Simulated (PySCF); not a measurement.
Electric field gradients and quadrupole coupling constants

C4H5O2S (charge -1).
Structure used (GFN2-xTB), in Å, numbered top down from 1:
```xyz
12
C4H5O2S angstrom
C      2.2795    0.3877   -0.0181
S      0.4912    0.9012   -0.3522
C     -0.1933   -0.5876    0.2301
C     -1.5115   -0.7553    0.2145
C     -2.3140    0.3970   -0.3142
O     -3.5464    0.3297   -0.3524
O     -1.5926    1.3712   -0.6849
H      2.5309   -0.5102   -0.5756
H      2.4401    0.2254    1.0441
H      2.9040    1.2081   -0.3558
H      0.5212   -1.3163    0.5824
H     -2.0080   -1.6515    0.5560
```

Field gradients from the PBE0/pcSseg-1 density (PySCF, non-relativistic), principal values in atomic units, ordered |Vxx| ≤ |Vyy| ≤ |Vzz|:

```
atom     Vxx     Vyy      Vzz
  S2  0.2833  2.5027  -2.7860
  O6  0.5363  0.9529  -1.4893
  O7  0.0115  0.9240  -0.9355
```

Problem. Find the asymmetry η = (Vxx − Vyy)/Vzz and the couplings χ = eQV/h (234.96 MHz × Q in barn × V in au), with Q(33S) = −0.0678 b, Q(17O) = −0.0256 b.

Solution. 
| atom | environment | nucleus | η | χzz (MHz) | χxx (MHz) | χyy (MHz) |
| --- | --- | --- | --- | --- | --- | --- |
| S2 | sulfide sulfur | 33S | 0.80 | 44.38 | -4.51 | -39.87 |
| O6 | carboxylate oxygen | 17O | 0.28 | 8.96 | -3.23 | -5.73 |
| O7 | carboxylate oxygen | 17O | 0.98 | 5.63 | -0.07 | -5.56 |

At O7 η is above 0.9: Vyy and Vzz are nearly equal in size and opposite in sign, so a small change could swap them and flip the sign of χzz. 

Problem. What is Vzz at O6 in SI units (1 au = 9.71736 × 10²¹ V/m²)?

Solution. -1.4893 au = -14.472 × 10²¹ V/m².

Problem. And the gradient at the other heavy atoms, for which no coupling is worked out here?

Solution. 
```json
{"atom": "C1", "environment": "S-methyl carbon", "Vzz (au)": "0.062", "η": "0.09"}
{"atom": "C3", "environment": "alkene CH carbon", "Vzz (au)": "-0.303", "η": "0.41"}
{"atom": "C4", "environment": "alkene CH carbon", "Vzz (au)": "0.234", "η": "0.60"}
{"atom": "C5", "environment": "carboxylate carbon", "Vzz (au)": "0.385", "η": "0.29"}
```

Problem. What couplings would deuterons (Q(2H) = 0.00286 b) have in place of the hydrogens, at this geometry?

Solution. 
```
atom  bonded to  bond length (Å)  Vzz (au)     η  χzz (kHz)
  H8         C1            1.086    0.3249  0.02        218
  H9         C1            1.087    0.3247  0.02        218
 H10         C1            1.085    0.3284  0.00        221
 H11         C3            1.080    0.3354  0.06        225
 H12         C4            1.080    0.3395  0.04        228
```

The structure is a single GFN2-xTB conformer in the gas phase; no vibrational or solvent corrections. The pcSseg-1 basis has no diffuse functions, a weakness for an anion. GFN2-xTB bond lengths can be off by several hundredths of an ångström, more for odd bonds, and the gradients follow them. The basis is small and wasn't made for field gradients, so the couplings can be 20 % off.

These values come from a run that also computed NMR shieldings. Hardware: an AMD EPYC 9R14 with one thread (shared host). Cost: 11 s of wall time, 0.71 GiB resident at most.
